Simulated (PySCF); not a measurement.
Run record: excited-state job, CF3CH2Br, `FC(F)(F)CBr`.

Computed with TDDFT CAM-B3LYP/def2-SVPD, vertical, gas phase, core orbitals frozen in the response (PySCF 2.14.0, density-fitted response routines). Geometry: PBE0-D3(BJ)/def2-SVP. The input is one job of a driver script: a line of settings, then coordinates in Å.

Command:
```bash
OMP_NUM_THREADS=1 python probes_run.py task.json out
```

Input:
```
{"job": {"kind": "uv", "xc": "CAM-B3LYP", "basis": "def2-SVPD", "ip": true}, "charge": 0, "multiplicity": 1}
F      1.446663    -0.197775     0.934834
C      0.741933     0.088383    -0.155197
F      0.971102     1.358059    -0.475068
F      1.201377    -0.675743    -1.153196
C     -0.731537    -0.195637     0.031211
Br    -1.511913     0.840509     1.449042
H     -0.858985    -1.258486     0.269140
H     -1.258641     0.040688    -0.900766
```

Output:
```
coarse grid: 38536 points
cycle   1  E = -2950.4054591170  dE = -1.107e-01  |g| = 9.087e-01  |ddm| = 3.294e+00
cycle   2  E = -2950.3400128377  dE =  6.545e-02  |g| = 1.164e+00  |ddm| = 1.690e+00
cycle   3  E = -2950.5601042732  dE = -2.201e-01  |g| = 6.222e-02  |ddm| = 8.759e-01
cycle   4  E = -2950.5606604199  dE = -5.561e-04  |g| = 2.124e-02  |ddm| = 7.826e-02
cycle   5  E = -2950.5607434948  dE = -8.307e-05  |g| = 4.304e-03  |ddm| = 3.027e-02
cycle   6  E = -2950.5607484157  dE = -4.921e-06  |g| = 1.719e-03  |ddm| = 7.631e-03
final grid: 81048 points
cycle   7  E = -2950.5607285753  dE = -2.988e-08  |g| = 1.812e-03  |ddm| = 4.169e-03
cycle   8  E = -2950.5607283784  dE =  1.969e-07  |g| = 2.104e-03  |ddm| = 4.091e-03
cycle   9  E = -2950.5607293398  dE = -9.615e-07  |g| = 1.277e-04  |ddm| = 2.124e-03
cycle  10  E = -2950.5607293425  dE = -2.658e-09  |g| = 2.591e-05  |ddm| = 1.035e-04
cycle  11  E = -2950.5607293427  dE = -2.278e-10  |g| = 1.114e-05  |ddm| = 5.569e-05
converged SCF energy = -2950.5607293427

Static polarisability (au): isotropic 48.940, principal 43.317 44.493 59.010

Singlet excitations
state   eV       nm        f      main configurations
  1   6.1656    201.1   0.00109   H->L 0.93
  2   6.2811    197.4   0.00135   H-1->L 0.93
  3   7.9135    156.7   0.04723   H->L+1 0.93
  4   8.0464    154.1   0.06859   H-1->L+1 0.92
  5   8.8977    139.3   0.04438   H->L+2 0.92
  6   8.9632    138.3   0.00972   H-1->L+2 0.71, H->L+4 0.13, H->L+3 0.09
  7   9.0241    137.4   0.02373   H->L+4 0.48, H-1->L+2 0.24, H->L+3 0.20
  8   9.1433    135.6   0.04349   H-1->L+4 0.61, H-1->L+3 0.29
  9   9.2530    134.0   0.00000   H->L+3 0.55, H->L+4 0.26
 10   9.4707    130.9   0.08419   H-1->L+3 0.50, H-1->L+4 0.28

Triplet excitations (Tamm-Dancoff, eV): 5.4581 5.5765 7.7055 7.8522
Vertical ionisation energy (delta-SCF) = 11.2495 eV
```

The SCF starts on a coarse grid where the log names one; the energy can jump when the final grid takes over, and dE then counts from the start density on the new grid. H and L stand for HOMO and LUMO; the number after each pair is its weight.

**Question.** Give S1 in cm⁻¹ and kJ/mol.

**Answer.** 6.1656 eV × 8065.54 = 49729 cm⁻¹; × 96.485 = 594.9 kJ/mol.

In short: HOMO -9.94 eV, LUMO 0.24 eV; lowest singlet 6.17 eV; lowest triplet 5.46 eV (Tamm–Dancoff); mean polarisability 48.9 au.

 The CAM-B3LYP/def2-SVPD calculation is non-relativistic and has no spin–orbit coupling, an omission that weighs most on bromine.

**Question.** How long does this job take on one thread of an Arm Neoverse N1 (shared host)? And the peak memory of the process?

**Answer.** About 88 s, with 0.82 GiB resident at the peak, the Python interpreter and its libraries included.
Labels such as C1 count atoms from 1, the log's own numbers from 0.
